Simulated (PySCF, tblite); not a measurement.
Species: C4H16Si4.
Structure used (GFN2-xTB), in Å, numbered top down from 1:
```
atom  x, y, z in Å
Si1    2.2390    2.3639    0.5910
Si2    1.6185    0.7368   -0.9375
Si3    0.6327   -1.2332   -0.1655
Si4    0.2927   -2.9459   -1.6992
C5    -1.0462   -0.8426    0.6617
C6    -1.0270    0.3124    1.6796
C7    -1.7790    1.1949    0.6758
C8    -2.0209   -0.0327   -0.2123
H9     3.1974    3.3435    0.0716
H10    2.8603    1.7592    1.7736
H11    1.0927    3.1388    1.0778
H12    2.8033    0.3361   -1.7190
H13    0.7461    1.3437   -1.9615
H14    1.4529   -1.7364    0.9650
H15    1.5250   -3.2188   -2.4428
H16   -0.1220   -4.2240   -1.1121
H17   -0.7317   -2.6112   -2.6937
H18   -1.4880   -1.7576    1.0623
H19   -1.6059    0.1028    2.5785
H20   -0.0429    0.6727    1.9809
H21   -1.1434    1.9432    0.2050
H22   -2.6729    1.6855    1.0573
H23   -1.7457    0.0852   -1.2607
H24   -3.0467   -0.3969   -0.1682
```

Method: PBE0/pcSseg-1 in PySCF (dipole) on a GFN2-xTB geometry, gas phase.

Masses are those of the commonest isotopes; rigid-rotor values at the optimised geometry. The values belong to one conformer with, in the numbering `[SiH3:1][SiH2:2][Si@H:3]([SiH3:4])[CH:5]1[CH2:6][CH2:7][CH2:8]1`, Si1–Si2–Si3–Si4 -172°, Si2–Si3–C5–C6 -48°, Si3–C5–C6–C7 107°, C5–C6–C7–C8 10°, C6–C7–C8–C5 -10°, Si3–C5–C8–C7 -108°.

Task: Give the principal moments of inertia and the rotational constants in cm⁻¹.

Result: Ia = 449.25, Ib = 751.44, Ic = 1057.16 u·Å²; 505379 MHz·u·Å²/I gives 1125, 672.5 and 478.1 MHz, that is A = 0.03752, B = 0.02243, C = 0.01595 cm⁻¹.

Task: Classify the top.

Result: An asymmetric top; Ray's κ = -0.399.

Task: What does the inertial defect say?

Result: Not planar: Δ = Ic − Ia − Ib = -143.53 u·Å². For a rigid frame Δ = −2 Σ m c², so Σ m c² = 71.76 u·Å² lies off the ab plane: 25.41 from hydrogen and 46.36 from heavier atoms. The atom farthest from that plane is 2.02 Å away.

Task: Give the other two planar moments, Paa and Pbb, and the rms extents of the mass along the axes.

Result: Paa = Σ m a² = (Ib + Ic − Ia)/2 = 679.67 and Pbb = Σ m b² = (Ia + Ic − Ib)/2 = 377.48 u·Å². With the mass M = 176.03 u, the rms extents √(P/M) along a, b and c are 1.96, 1.46, 0.64 Å.

Task: Which types of transition are allowed, and where do some lines up to J = 3 fall?

Result: The dipole components are |μa| = 0.02 D, |μb| = 0.98 D, |μc| = 0.06 D. Intensities carry the squares of the components, which stand as 0.00 : 1.00 : 0.00 (a : b : c). Some lines, for components of 0.1 D or more:

```csv
type,branch,"J(Ka,Kc)",MHz,lower level (cm⁻¹)
b,Q,"1(1,0) ← 1(0,1)",647,0.038
b,Q,"2(1,1) ← 2(0,2)",892,0.113
b,Q,"3(1,2) ← 3(0,3)",1330,0.222
b,Q,"3(2,1) ← 3(1,2)",1336,0.267
b,Q,"2(2,0) ← 2(1,1)",1408,0.143
b,R,"1(1,1) ← 0(0,0)",1603,0.000
b,R,"2(0,2) ← 1(1,1)",1798,0.053
b,Q,"2(2,1) ← 2(1,2)",1941,0.124
b,Q,"3(2,2) ← 3(1,3)",2261,0.228
b,R,"3(1,2) ← 2(2,1)",2350,0.188
b,Q,"3(3,0) ← 3(2,1)",2552,0.311
b,R,"2(1,2) ← 1(0,1)",2559,0.038
b,Q,"3(3,1) ← 3(2,2)",2777,0.304
b,R,"3(0,3) ← 2(1,2)",2961,0.124
b,R,"3(1,3) ← 2(0,2)",3440,0.113
b,R,"2(2,1) ← 1(1,0)",3853,0.060
b,R,"2(2,0) ← 1(1,1)",4098,0.053
b,R,"3(2,2) ← 2(1,1)",4809,0.143
b,R,"3(2,1) ← 2(1,2)",5626,0.124
b,R,"3(3,1) ← 2(2,0)",6178,0.190
b,R,"3(3,0) ← 2(2,1)",6237,0.188
```

Its GFN2-xTB frequencies are all real (lowest 30 cm⁻¹). No vibrational averaging or centrifugal distortion is included, and the geometry carries the error of its method. A rigid rotor knows nothing of internal rotation, which can split or shift real lines.

Time: 92 s wall; peak memory 1.1 GiB. Hardware: one thread of an Arm Neoverse N1, no GPU, shared host with 64 logical CPUs at a one-minute load of 33. This is the PBE0/pcSseg-1 job that gave the dipole, with the shieldings it also computed.
